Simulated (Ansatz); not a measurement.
CH5NSSi (`C=N[SiH2]S`), relaxed with RKS PBE-D4/def2-SVP in Ansatz from a rough embedded geometry. The force threshold is 0.03 eV/Å; the program also tests the step.

Total charge 0; spin multiplicity 1.

Start:

```xyz
9

C     0.066   -1.546   -0.445
N    -0.708   -0.733    0.085
Si   -0.308    0.923   -0.214
S     1.062    1.497    1.187
H     1.005   -1.362   -1.035
H    -0.100   -2.687   -0.249
H    -1.587    1.756   -0.047
H     0.180    1.054   -1.604
H     0.391    1.098    2.322
```

```
        step  energy (eV)  largest force (eV/Å)  largest move (Å)
           1  -21301.5684                 3.090             0.000
           2  -21301.8324                 1.468             0.194
           3  -21301.9363                 0.928             0.109
           4  -21301.9842                 0.481             0.200
5 (rejected)  -21301.9544                 0.724             0.200
           6  -21302.0063                 0.112             0.098
           7  -21302.0148                 0.083             0.088
           8  -21302.0218                 0.225             0.147
           9  -21302.0232                 0.450             0.037
          10  -21302.0252                 0.352             0.064
          11  -21302.0272                 0.091             0.033
          12  -21302.0274                 0.074             0.027
          13  -21302.0282                 0.025             0.009
```

End:

```xyz
9

C     0.017   -1.736   -0.538
N    -0.390   -0.794    0.217
Si   -0.210    0.928   -0.132
S     1.050    1.822    1.367
H     0.530   -1.594   -1.526
H    -0.124   -2.801   -0.235
H    -1.598    1.501   -0.113
H     0.481    1.238   -1.438
H     0.245    1.435    2.399
```

It took 17 s on 2 threads of an Intel Xeon Platinum 8488C on a shared host, with 0.16 GiB of host memory at the peak.
